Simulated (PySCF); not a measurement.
Compound: N-methyleneaniline, C₇H₇N.
Numbering: `[CH2:1]=[N:2][c:3]1[cH:4][cH:5][cH:6][cH:7][cH:8]1` (hydrogens: H9, H10 on C1; H11 on C4; H12 on C5; H13 on C6; H14 on C7; H15 on C8)

The same species was optimised twice, with GFN2-xTB and with PBE0-D3(BJ)/def2-SVP (PySCF), and the same property calculations (PySCF, gas phase) were run on both structures.

```json
{"coordinate": "N2–C3 (Å)", "GFN2-xTB": "1.384", "PBE0-D3(BJ)/def2-SVP": "1.400", "change": "+0.016"}
{"coordinate": "C1=N2 (Å)", "GFN2-xTB": "1.254", "PBE0-D3(BJ)/def2-SVP": "1.266", "change": "+0.012"}
{"coordinate": "C4–C5 (Å)", "GFN2-xTB": "1.382", "PBE0-D3(BJ)/def2-SVP": "1.393", "change": "+0.011"}
{"coordinate": "C7–C8 (Å)", "GFN2-xTB": "1.380", "PBE0-D3(BJ)/def2-SVP": "1.390", "change": "+0.010"}
{"coordinate": "C6–C7 (Å)", "GFN2-xTB": "1.387", "PBE0-D3(BJ)/def2-SVP": "1.396", "change": "+0.009"}
{"coordinate": "C5–C6 (Å)", "GFN2-xTB": "1.385", "PBE0-D3(BJ)/def2-SVP": "1.394", "change": "+0.009"}
{"coordinate": "C3–C4 (Å)", "GFN2-xTB": "1.395", "PBE0-D3(BJ)/def2-SVP": "1.403", "change": "+0.008"}
{"coordinate": "C3–C8 (Å)", "GFN2-xTB": "1.395", "PBE0-D3(BJ)/def2-SVP": "1.402", "change": "+0.007"}
{"coordinate": "C1–N2–C3 (°)", "GFN2-xTB": "123.5", "PBE0-D3(BJ)/def2-SVP": "120.2", "change": "-3.3"}
{"coordinate": "N2–C3–C4 (°)", "GFN2-xTB": "122.2", "PBE0-D3(BJ)/def2-SVP": "122.6", "change": "+0.4"}
{"coordinate": "C3–C8–C7 (°)", "GFN2-xTB": "120.1", "PBE0-D3(BJ)/def2-SVP": "120.3", "change": "+0.2"}
{"coordinate": "N2–C3–C8 (°)", "GFN2-xTB": "118.4", "PBE0-D3(BJ)/def2-SVP": "118.2", "change": "-0.2"}
{"coordinate": "C4–C3–C8 (°)", "GFN2-xTB": "119.3", "PBE0-D3(BJ)/def2-SVP": "119.2", "change": "-0.1"}
{"coordinate": "C3–C4–C5 (°)", "GFN2-xTB": "120.1", "PBE0-D3(BJ)/def2-SVP": "120.2", "change": "+0.1"}
{"coordinate": "C5–C6–C7 (°)", "GFN2-xTB": "119.7", "PBE0-D3(BJ)/def2-SVP": "119.7", "change": "0.0"}
{"coordinate": "C6–C7–C8 (°)", "GFN2-xTB": "120.4", "PBE0-D3(BJ)/def2-SVP": "120.3", "change": "-0.1"}
{"coordinate": "C1–N2–C3–C4 (°)", "GFN2-xTB": "48", "PBE0-D3(BJ)/def2-SVP": "44", "change": "-4"}
```

Rotational constants: A = 5287, B = 1636, C = 1277 MHz (GFN2-xTB) against A = 5163, B = 1635, C = 1272 MHz (PBE0-D3(BJ)/def2-SVP). Point groups within 0.08 Å: C1 and C1.

On the GFN2-xTB structure: lowest singlet, TDDFT (eV) 4.26 [CAM-B3LYP/def2-SVPD]; lowest triplet, Tamm–Dancoff (eV) 3.37 [CAM-B3LYP/def2-SVPD]; isotropic polarisability (au) 89.1 [CAM-B3LYP/def2-SVPD]; HOMO (eV) -7.81 [CAM-B3LYP/def2-SVPD]; LUMO (eV) -0.05 [CAM-B3LYP/def2-SVPD]; dipole (D) 1.47 [CAM-B3LYP/def2-SVPD]; HOMO (eV) -6.60 [PBE0/pcSseg-1]; LUMO (eV) -1.11 [PBE0/pcSseg-1]; dipole (D) 1.47 [PBE0/pcSseg-1]; GIAO shielding of C1 (ppm) 33.0 [PBE0/pcSseg-1]; GIAO shielding of N2 (ppm) -146.8 [PBE0/pcSseg-1]; GIAO shielding of C3 (ppm) 29.5 [PBE0/pcSseg-1]; GIAO shielding of C4/C8 (mean) (ppm) 61.8 [PBE0/pcSseg-1]; GIAO shielding of C5/C7 (mean) (ppm) 52.3 [PBE0/pcSseg-1]; GIAO shielding of C6 (ppm) 55.9 [PBE0/pcSseg-1].

What do these properties become on the PBE0-D3(BJ)/def2-SVP structure?

| property | level | on GFN2-xTB | on PBE0-D3(BJ)/def2-SVP | change |
| --- | --- | --- | --- | --- |
| lowest singlet, TDDFT (eV) | CAM-B3LYP/def2-SVPD | 4.26 | 4.35 | +0.09 |
| lowest triplet, Tamm–Dancoff (eV) | CAM-B3LYP/def2-SVPD | 3.37 | 3.41 | +0.04 |
| isotropic polarisability (au) | CAM-B3LYP/def2-SVPD | 89.1 | 90.2 | +1.1 |
| HOMO (eV) | CAM-B3LYP/def2-SVPD | -7.81 | -7.92 | -0.11 |
| LUMO (eV) | CAM-B3LYP/def2-SVPD | -0.05 | -0.13 | -0.08 |
| dipole (D) | CAM-B3LYP/def2-SVPD | 1.47 | 1.54 | +0.07 |
| energy, GFN2-xTB geometry as zero (kcal/mol) | CAM-B3LYP/def2-SVPD | 0.0 | -1.1 | -1.1 |
| HOMO (eV) | PBE0/pcSseg-1 | -6.60 | -6.72 | -0.12 |
| LUMO (eV) | PBE0/pcSseg-1 | -1.11 | -1.19 | -0.08 |
| dipole (D) | PBE0/pcSseg-1 | 1.47 | 1.54 | +0.07 |
| energy, GFN2-xTB geometry as zero (kcal/mol) | PBE0/pcSseg-1 | 0.0 | -0.7 | -0.7 |
| GIAO shielding of C1 (ppm) | PBE0/pcSseg-1 | 33.0 | 27.4 | -5.6 |
| GIAO shielding of N2 (ppm) | PBE0/pcSseg-1 | -146.8 | -147.6 | -0.8 |
| GIAO shielding of C3 (ppm) | PBE0/pcSseg-1 | 29.5 | 26.1 | -3.4 |
| GIAO shielding of C4/C8 (mean) (ppm) | PBE0/pcSseg-1 | 61.8 | 58.7 | -3.1 |
| GIAO shielding of C5/C7 (mean) (ppm) | PBE0/pcSseg-1 | 52.3 | 49.9 | -2.4 |
| GIAO shielding of C6 (ppm) | PBE0/pcSseg-1 | 55.9 | 52.7 | -3.2 |

The heavy atoms differ by 0.033 Å rms after alignment. Among bonds between heavy atoms N2–C3 changes most (+0.016 Å). Changes are differences of the printed values. Neither structure is proved a minimum here.

Shape of the structure used: `[CH2:1]=[N:2][c:3]1[cH:4][cH:5][cH:6][cH:7][cH:8]1`: C1–N2–C3–C4 44°.
